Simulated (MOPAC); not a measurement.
MOPAC input (AM1):

```
AM1 PRECISE GNORM=0.05 LET XYZ CHARGE=-1 GEO-OK AUX(PRECISION=9) THREADS=1
F3Si

Si    0.10725614 1   -0.16236848 1    0.52794214 1
F    -0.37054100 1    1.41778715 1    0.20037954 1
F     1.30399675 1   -0.24843199 1   -0.65226300 1
F    -1.10029864 1   -0.91678197 1   -0.36935988 1
```

Output:

```
 *******************************************************************************
 **                                                                           **
 **                              MOPAC v23.2.5                                **
 **                                                                           **
 *******************************************************************************
 ** MOPAC's Digital Object Identifier: https://doi.org/10.5281/zenodo.6511958 **
 **                                                                           **
 ** Please cite the open-source release paper for use of this MOPAC version:  **
 ** J. E. Moussa and J. J. P. Stewart (2026)                                  **
 ** MOPAC: An open-source semiempirical molecular orbital program             **
 ** J. Open Source Softw., 11(119), 8025, https://doi.org/10.21105/joss.08025 **
 *******************************************************************************

                              AM1 CALCULATION RESULTS

 *******************************************************************************
 *  AM1        - The AM1 Hamiltonian to be used
 *  GEO-OK     - OVERRIDE INTERATOMIC DISTANCE AND OTHER SAFETY CHECKS
 *
 *
 *
 *                 CHARGE ON SYSTEM = -1
 *
 *
 *
 *  LET        - OVERRIDE SOME SAFETY CHECKS
 *  PRECISE    - TIGHTER CRITERIA TO BE USED
 *  XYZ        - CARTESIAN COORDINATE SYSTEM TO BE USED
 *  GNORM      - EXIT WHEN GRADIENT NORM DROPS BELOW 0.050
 *  AUX        - OUTPUT AUXILIARY INFORMATION
 *******************************************************************************
AM1 PRECISE GNORM=0.05 LET XYZ CHARGE=-1 GEO-OK AUX(PRECISION=9) THREADS=1
 F3Si

   ATOM   CHEMICAL          X               Y               Z
  NUMBER   SYMBOL      (ANGSTROMS)     (ANGSTROMS)     (ANGSTROMS)

     1      Si          0.10725614  *  -0.16236848  *   0.52794214  *
     2       F         -0.37054100  *   1.41778715  *   0.20037954  *
     3       F          1.30399675  *  -0.24843199  *  -0.65226300  *
     4       F         -1.10029864  *  -0.91678197  *  -0.36935988  *

          CARTESIAN COORDINATES

    NO.       ATOM           X           Y           Z

     1        Si          0.1073     -0.1624      0.5279
     2         F         -0.3705      1.4178      0.2004
     3         F          1.3040     -0.2484     -0.6523
     4         F         -1.1003     -0.9168     -0.3694

  F: (AM1): M.J.S. DEWAR AND E. G. ZOEBISCH, THEOCHEM, 180, 1 (1988).
 Si: (AM1): M.J.S.DEWAR, C. JIE, ORGANOMETALLICS, 6, 1486-1490 (1987).

           Empirical Formula: Si F3  =     4 atoms

      MOLECULAR POINT GROUP   :   C3v

      RHF CALCULATION, NO. OF DOUBLY OCCUPIED LEVELS = 13

          Geometry optimization using EF

          DIAGONAL MATRIX USED AS START HESSIAN

 CYCLE:     1  GRAD.:    88.155 HEAT: -289.3825
 CYCLE:     2  GRAD.:   381.713 HEAT: -265.0332
 CYCLE:     3  GRAD.:    12.984 HEAT: -291.5999
 CYCLE:     4  GRAD.:     5.318 HEAT: -291.7230
 CYCLE:     5  GRAD.:     0.246 HEAT: -291.7351
 CYCLE:     6  GRAD.:     0.039 HEAT: -291.7351

     GRADIENT =  0.03852 IS LESS THAN CUTOFF =  0.05000

 -------------------------------------------------------------------------------
 AM1 PRECISE GNORM=0.05 LET XYZ CHARGE=-1 GEO-OK AUX(PRECISION=9) THREADS=1
 F3Si

     GEOMETRY OPTIMISED USING EIGENVECTOR FOLLOWING (EF).
     SCF FIELD WAS ACHIEVED

                              AM1 CALCULATION
                                                       MOPAC v23.2.5 Linux

          FINAL HEAT OF FORMATION =       -291.73511 KCAL/MOL =   -1220.61971 KJ/MOL

          COSMO AREA              =         94.07 SQUARE ANGSTROMS
          COSMO VOLUME            =         80.48 CUBIC ANGSTROMS

          GRADIENT NORM           =          0.03852          =       0.01926 PER ATOM
          IONIZATION POTENTIAL    =          1.332184 EV
          HOMO LUMO ENERGIES (EV) =         -1.332  8.487
          NO. OF FILLED LEVELS    =         13
          MOLECULAR WEIGHT        =         85.0807         POINT GROUP:  C3v

          MOLECULAR DIMENSIONS (Angstroms)

            Atom       Atom       Distance
            F     4    F     2     2.52001
            F     3    F     2     2.18238
            F     3   Si     1     0.77342

          SCF CALCULATIONS        =          7

   ATOM   CHEMICAL          X               Y               Z
  NUMBER   SYMBOL      (ANGSTROMS)     (ANGSTROMS)     (ANGSTROMS)

     1      Si          0.09627766  *  -0.14574120  *   0.47385606  *
     2       F         -0.36716340  *   1.41559628  *   0.22391246  *
     3       F          1.31307538  *  -0.25630566  *  -0.63162732  *
     4       F         -1.09940660  *  -0.92693383  *  -0.34776753  *

                             CARTESIAN COORDINATES

   1   Si        0.096277658    -0.145741197     0.473856055
   2    F       -0.367163397     1.415596282     0.223912460
   3    F        1.313075376    -0.256305660    -0.631627320
   4    F       -1.099406603    -0.926933834    -0.347767526

           Empirical Formula: Si F3  =     4 atoms

      MOLECULAR POINT GROUP   :   C3v

                  EIGENVALUES
 -41.29010 -40.75080 -40.75053 -11.37913  -9.52707  -9.52703  -9.13366  -7.86055
  -7.86049  -7.60101  -7.44602  -7.44598  -1.33218   8.48732   8.48739  10.15229

              NET ATOMIC CHARGES AND DIPOLE CONTRIBUTIONS

  ATOM NO.   TYPE          CHARGE      No. of ELECS.   s-Pop       p-Pop
    1         Si           0.626454        3.3735     1.24162     2.13193
    2          F          -0.542154        7.5422     1.88780     5.65436
    3          F          -0.542148        7.5421     1.88779     5.65436
    4          F          -0.542152        7.5422     1.88779     5.65436
 DIPOLE           X         Y         Z       TOTAL
 POINT-CHG.     0.677    -1.025     3.334     3.553
 HYBRID        -0.725     1.097    -3.568     3.803
 SUM           -0.047     0.072    -0.234     0.249

          ATOMIC ORBITAL ELECTRON POPULATIONS

     Atom    s        px        py        pz
    1 Si   1.24162   0.45257   0.49336   1.18600
    2  F   1.88780   1.92385   1.76205   1.96846
    3  F   1.88779   1.84126   1.94260   1.87050
    4  F   1.88779   1.83549   1.90444   1.91442

 **********************
 *                    *
 * JOB ENDED NORMALLY *
 *                    *
 **********************

 == MOPAC DONE ==
```

The dipole moment of an ion depends on the origin.

The geometry given is a B3LYP-D3(BJ)/def2-TZVP minimum.
